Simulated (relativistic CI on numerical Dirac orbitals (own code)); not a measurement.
## Ligand-field terms of d7

Computed with a parametric ligand-field model of a d^n configuration (Racah B and C, spin-orbit zeta, crystal field), exact diagonalisation.

Field parameters in Wybourne normalisation: Oh B⁴₀ = 21Dq, B⁴₄ = √(5/14) B⁴₀. The field is a parameter set, without covalency.

B = 940 cm⁻¹, C = 4520 cm⁻¹ (C/B = 4.81), Oh, no spin-orbit coupling. Tanabe-Sugano data, E/B above the lowest term (Δ = |10Dq|; b, c mark the second and third term of a kind):

```tsv
Δ/B	4T1	4T2	4A2	4T1(b)	2E	2T1	2T2	2T1(b)
1.0	0.00	0.81	1.81	15.62	18.75	19.01	18.81	23.63
3.0	0.00	2.49	5.49	16.97	17.98	19.59	19.41	24.02
5.0	0.00	4.22	9.22	18.44	16.45	19.77	19.80	24.35
7.0	0.00	6.00	13.00	20.00	14.69	19.78	20.03	24.63
9.0	0.00	7.82	16.82	21.63	12.84	19.73	20.16	24.87
11.0	0.00	9.66	20.66	23.32	10.95	19.67	20.23	25.06
13.0	0.00	11.53	24.53	25.06	9.04	19.60	20.27	25.21
15.0	0.00	13.42	28.42	26.83	7.12	19.54	20.29	25.34
17.0	0.00	15.32	32.32	28.64	5.18	19.47	20.30	25.45
19.0	0.00	17.23	36.23	30.46	3.24	19.42	20.30	25.55
21.0	0.00	19.16	40.16	32.31	1.29	19.36	20.29	25.63
23.0	0.67	21.76	44.76	34.85	0.00	19.99	20.96	26.36
25.0	2.63	25.66	50.66	38.69	0.00	21.90	22.91	28.38
27.0	4.59	29.57	56.57	42.54	0.00	23.82	24.86	30.40
29.0	6.56	33.49	62.49	46.41	0.00	25.75	26.82	32.41
31.0	8.53	37.41	68.41	50.29	0.00	27.69	28.77	34.41
33.0	10.50	41.34	74.34	54.18	0.00	29.63	30.74	36.42
35.0	12.48	45.28	80.28	58.08	0.00	31.58	32.70	38.43
37.0	14.45	49.22	86.22	61.99	0.00	33.52	34.67	40.43
39.0	16.43	53.17	92.17	65.91	0.00	35.48	36.63	42.43
41.0	18.41	57.12	98.12	69.83	0.00	37.43	38.60	44.43
43.0	20.39	61.07	104.07	73.75	0.00	39.39	40.58	46.43
45.0	22.37	65.03	110.03	77.69	0.00	41.35	42.55	48.43
47.0	24.35	68.99	115.99	81.62	0.00	43.32	44.52	50.43
```

The ground term changes from 4T1 to 2E between Δ/B = 21.0 and 23.0.
